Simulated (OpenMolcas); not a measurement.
Computed levels of 4f⁵ in ions with 59 electrons, in cm-1 above ⁶H°_5/2.

```
Program             : OpenMolcas
Method              : MS-CASPT2, IPEA 0.25 Eh, imaginary shift 0.1 Eh
Basis               : ANO-R2
Scalar Hamiltonian  : X2C, finite nucleus
Spin-orbit coupling : state interaction with AMFI integrals over the reference wave functions, term energies averaged over their components
```

Active space for each ion: 5 electrons in 7 orbitals (4f); closed shells correlated by CASPT2: 5s 5p.

```
   Level  Pm2+   Eu4+
 ⁶H°_7/2   887   1425
 ⁶H°_9/2  1928   3080
⁶H°_11/2  3070   4880
⁶H°_13/2  4280   6770
⁶H°_15/2  5530   8710
 ⁶F°_1/2  5740   8240
 ⁶F°_3/2  5930   8550
 ⁶F°_5/2  6350   9210
 ⁶F°_7/2  7090  10390
```

Task: Estimate ⁶H°_15/2, ⁶F°_1/2, ⁶F°_3/2 for Sm3+ from its neighbours Pm2+ and Eu4+.

Result: ⁶H°_15/2 is fine structure, which grows about as the fourth power of a screened charge, so the fourth roots are averaged: ((5530^0.25 + 8710^0.25) / 2)^4 = 6985. The calculation gives 7070, so the estimate is off by -1.2 %.
⁶F°_1/2 is another term, which grows about linearly with the charge: (5740 + 8240) / 2 = 6990. The calculation gives 7110, so the estimate is off by -1.7 %.
⁶F°_3/2 is another term, which grows about linearly with the charge: (5930 + 8550) / 2 = 7240. The calculation gives 7370, so the estimate is off by -1.8 %.

CASPT2 breaks the degeneracy within a term, and the mean is taken; among the terms shown or strongly mixed into the levels shown the widest spread is 490 cm-1 (4f⁵ ⁶H°, Pm2+). Blocks of more than 70 roots (2S+1 = 4 odd, 2 odd) ran without multistate coupling. High states are left out of the spin-orbit mixing, which shifts the levels that they would mix with. Only configurations of the active space appear.

° marks odd parity.
